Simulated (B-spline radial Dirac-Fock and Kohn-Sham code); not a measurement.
# 2s emission of Rh⁷⁺

System: the Rh⁷⁺ ion, [Kr] 4d2, inside a Watson sphere of charge -7 and radius 2.2 Å (a model of the Madelung potential; inside it an electron's potential energy is raised by 45.8 eV).

Input of the calculation (task.json; shells as n, l, electrons):

```json
{"items": [{
  "Z": 45,
  "q": 7,
  "cfg": [[1, 0, 2], [2, 0, 2], [2, 1, 6], [3, 0, 2], [3, 1, 6], [3, 2, 10], [4, 0, 2], [4, 1, 6], [4, 2, 2]],
  "A": 103,
  "rrms": 4.4945,
  "watson": [-7, 2.2],
  "do": ["binding", "quiet", "decay"],
  "holes": ["K", "L1", "L2", "L3", "M1", "M2", "M3", "M4", "M5", "N1", "N2", "N3"]
}]}
```

Run with: `python xray_run.py task.json out`

The computed values come from a B-spline atomic structure program: one-electron (LDA, Dirac) transition rates at Dirac-Fock energies.

| line | multipole | energy (eV) | width (meV) | share (%) |
| --- | --- | --- | --- | --- |
| L1-L2 | E1 | 270.7 | 0.0720 | 0.111 |
| L1-L3 | E1 | 413.2 | 0.540 | 0.834 |
| Lβ4 | E1 | 2896.9 | 19.6 | 30.2 |
| Lβ3 | E1 | 2922.2 | 33.1 | 51.1 |
| L1-M4 | E2 | 3109.5 | 0.205 | 0.317 |
| L1-M5 | E2 | 3114.3 | 0.306 | 0.473 |
| Lγ2 | E1 | 3382.8 | 4.01 | 6.20 |
| Lγ3 | E1 | 3387.3 | 6.96 | 10.7 |

The listed lines hold 100.0 % of the radiative rate. The radiative width is 0.0647 eV in the length form and 0.0646 eV in the velocity form; the two differ because the transition energies are not eigenvalue differences of the potential that gave the orbitals.
